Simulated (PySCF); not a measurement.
## Correlation energy of P+ (phosphorus, charge +1)

[Ne] 3s2 3p2, high-spin 3P determinant. All numbers are calculated (PySCF 2.14, scalar relativity by spin-free X2C-1e, in cc-pVDZ-DK (4s3p1d, 18 functions)). Frozen: [Ne]; 4 electrons correlated.

MP2 pair energies summed by pair of shells (mhartree):

```json
{"pair": "3s-3p", "energy": "-29.67", "share (%)": "60.1"}
{"pair": "3s-3s", "energy": "-14.54", "share (%)": "29.4"}
{"pair": "3p-3p", "energy": "-5.17", "share (%)": "10.5"}
```

Total MP2 correlation energy: -49.39 mhartree.

Same-spin part -8.13 and opposite-spin part -41.26 mhartree; SCS-MP2 scales them by 1/3 and 6/5 to -52.23 mhartree.

```csv
level,correlation energy (mhartree)
CCSD,-69.85
(T),-0.91
CCSD(T),-70.76
```

Diagnostics: T1 = 0.0079, D1 = 0.0214, largest double amplitude 0.106.

Is a single reference adequate?

Mostly. T1 lies below 0.03, but a double amplitude of this size points to a near-degeneracy that CCSD handles and MP2 describes poorly.
